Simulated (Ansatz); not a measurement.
`O[BH][GaH][GeH3]` → B• + Ga• + Ge• + 6 H• + O•  (atomization)

Program: Ansatz. Geometries: PBE0-D4/def2-TZVP. ΔE: electronic, gas phase. CCSD(T)/CBS is the MP2 limit (def2-TZVPP, def2-QZVPP) plus CCSD(T) − MP2 in def2-TZVPP, frozen cores. This one scheme is used for every species, atoms too. Functionals use def2-TZVPP. Open shells (•) are unrestricted, without spin–orbit coupling. Spin–orbit coupling would lower the free atoms: a little for B, O; clearly for Ga, Ge. For Ga, Ge outer-core shells are correlated without core-valence functions, so the limit isn't a true one: a few kJ/mol of doubt a bond, and 10 to 20 or more in all where bonds break to atoms. Scalar relativity is left out up to krypton. One conformer a species, not always the lowest.

`O[BH][GaH][GeH3]`:

```xyz
10

O    -2.564   -0.225   -0.825
B    -1.781   -0.599    0.214
Ga    0.271   -0.900   -0.114
Ge    1.930    0.901    0.087
H    -3.486   -0.089   -0.588
H    -2.286   -0.720    1.305
H     0.895   -2.309   -0.457
H     1.333    2.269    0.472
H     2.687    1.106   -1.243
H     3.000    0.567    1.148
```

```json
{"level": "r2SCAN0-D4", "ΔE (kJ/mol)": "2943.9"}
{"level": "HF/CBS(def2)", "ΔE (kJ/mol)": "2178.2"}
```

Task: What does CCSD(T)/CBS give? (Best estimate.)

Result: The calculation gave: +2974.2 kJ/mol. The listed levels differ from it by -30.3, -796.0 kJ/mol.

Largest T1 diagnostic among the species: 0.014.

From BLYP to BHLYP (50 % exact exchange), in def2-TZVPP and without D4, ΔE moves by −23.6 kJ/mol: exact exchange takes away binding that semilocal exchange gives to molecules. At CCSD(T), def2-SVP lies −169.1 kJ/mol from the extrapolated value and def2-TZVPP −53.3 kJ/mol: correlation converges slowly with the basis, and small sets miss more of it in the bonded molecule than in its fragments.

For atomizations the MP2-based limit and the directly extrapolated one differ by several kJ/mol either way, and by 10 to 25 for some Ge, Se and Sn compounds, so smaller differences from it don't rank the levels.
